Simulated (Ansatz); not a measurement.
Reaction (SMILES): COC(C)OC → CO[C](C)OC + H atom (the C-H bond at the site shown breaks; other sites are not compared here)
Structures are relaxed separately at B3LYP-D3(BJ)/def2-TZVP in Ansatz (an electronic-structure program), one conformer each, not searched for the lowest.

Property: bond dissociation energy (electronic energy difference), in kcal/mol. Correlated levels leave the core frozen unless marked. UHF or UKS for open shells. No spin-orbit coupling. No relativistic terms. CBS(X,Y): correlation extrapolated as X^-3; Hartree-Fock from the larger set. [CCSD(T)-MP2]/basis is that difference in the basis named.

```csv
level,program,bond dissociation energy (kcal/mol)
BLYP-D3(BJ)/def2-TZVPD,Ansatz + dftd3,95.2
BLYP-D4/def2-TZVPD,Ansatz + dftd4,95.3
r2SCAN-D4/def2-TZVPD,Ansatz + dftd4,95.2
PBE0/def2-SVP,Ansatz,95.5
PBE0-D3(BJ)/def2-TZVPD,Ansatz + dftd3,96.1
PBE0/def2-QZVPP,Ansatz,…
BHLYP/def2-TZVPD,Ansatz,…
LC-wPBE/def2-TZVPD,Ansatz,…
B2GP-PLYP-D4/def2-TZVPD,Ansatz + dftd4,98.6
B2GP-PLYP/def2-TZVPD,Ansatz,98.4
RPA@PBE/cc-pVQZ,Ansatz,100.1
"RI-MP2/CBS(cc-pVTZ,cc-pVQZ)+[CCSD(T)-MP2]/cc-pVTZ",Ansatz,…
```

### Question
Fill in the missing entries.

### Answer

- PBE0/def2-QZVPP, bond dissociation energy (kcal/mol): 95.9
- BHLYP/def2-TZVPD, bond dissociation energy (kcal/mol): 97.5
- LC-wPBE/def2-TZVPD, bond dissociation energy (kcal/mol): 95.7
- RI-MP2/CBS(cc-pVTZ,cc-pVQZ)+[CCSD(T)-MP2]/cc-pVTZ, bond dissociation energy (kcal/mol): 102.6
